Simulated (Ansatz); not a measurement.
The cluster CdBr₂, relaxed as a singlet with RKS B3LYP-D4/def2-TZVP in Ansatz, starting from the GFN1-xTB geometry. Force threshold 0.02 eV/Å.

In the def2 sets Cd takes a core potential; there is no spin–orbit coupling. The structure comes from a short search, and lower isomers may exist.

Start:

```xyz
3

Cd    0.0274    0.0161    0.0134
Br   -0.6457    2.0458   -1.1511
Br    0.6183   -2.0619    1.1377
```

| step | energy (eV) | largest force component (eV/Å) | SCF passes |
| --- | --- | --- | --- |
| 1 | -144664.0446 | 0.104 | 15 |
| 2 | -144664.0467 | 0.037 | 22 |
| 3 | -144664.0470 | 0.002 | 23 |

Force components are those of the run's own axes.

End:

```xyz
3

Cd    0.001    0.001    0.001
Br   -0.630    2.045   -1.140
Br    0.629   -2.046    1.139
```

By distances, no bond broke or formed. The bond that changes most is Cd1–Br3, from 2.44 to 2.42 Å (atoms count from 1).

No frequencies were taken in this run, so the end may be a saddle point.

It took 4.6 s on 4 threads of Arm Neoverse V2 on a shared host.
